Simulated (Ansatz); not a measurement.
CH5BClGaO, SMILES `B[CH](Cl)[GaH][OH]`, relaxed with RKS PBE0-D4/def2-TZVP in Ansatz from a PBE-D4/def2-SVP geometry. The force threshold is 0.005 eV/Å; the program also tests the step.

Total charge 0; spin multiplicity 1.

Start:

```xyz
10

B    -0.248   -0.886    1.406
C     0.167   -0.716   -0.110
Cl   -1.337   -1.847   -0.145
Ga   -0.260    1.020   -0.956
O     1.088    2.165   -1.318
H    -1.001   -0.073    1.913
H     0.288   -1.739    2.087
H     1.011   -1.323   -0.487
H    -1.687    1.584   -1.264
H     1.979    1.816   -1.126
```

```json
{"step": "1", "energy (eV)": "-68729.0285", "largest force (eV/Å)": "0.595", "largest move (Å)": "0.000"}
{"step": "2", "energy (eV)": "-68729.0648", "largest force (eV/Å)": "0.225", "largest move (Å)": "0.044"}
{"step": "3", "energy (eV)": "-68729.0707", "largest force (eV/Å)": "0.093", "largest move (Å)": "0.030"}
{"step": "4", "energy (eV)": "-68729.0710", "largest force (eV/Å)": "0.117", "largest move (Å)": "0.038"}
{"step": "5", "energy (eV)": "-68729.0727", "largest force (eV/Å)": "0.022", "largest move (Å)": "0.025"}
{"step": "6", "energy (eV)": "-68729.0727", "largest force (eV/Å)": "0.009", "largest move (Å)": "0.005"}
{"step": "7", "energy (eV)": "-68729.0728", "largest force (eV/Å)": "0.006", "largest move (Å)": "0.009"}
{"step": "8", "energy (eV)": "-68729.0728", "largest force (eV/Å)": "0.005", "largest move (Å)": "0.005"}
{"step": "9", "energy (eV)": "-68729.0728", "largest force (eV/Å)": "0.005", "largest move (Å)": "0.005"}
{"step": "10", "energy (eV)": "-68729.0728", "largest force (eV/Å)": "0.004", "largest move (Å)": "0.004"}
```

End:

```xyz
10

B    -0.244   -0.884    1.407
C     0.144   -0.684   -0.100
Cl   -1.298   -1.835   -0.144
Ga   -0.275    1.037   -0.954
O     1.102    2.114   -1.325
H    -1.007   -0.119    1.921
H     0.308   -1.723    2.054
H     0.991   -1.256   -0.471
H    -1.688    1.589   -1.280
H     1.967    1.760   -1.109
```

It took 37 s on 4 threads of a server CPU on a shared host, with 0.64 GiB of host memory at the peak.
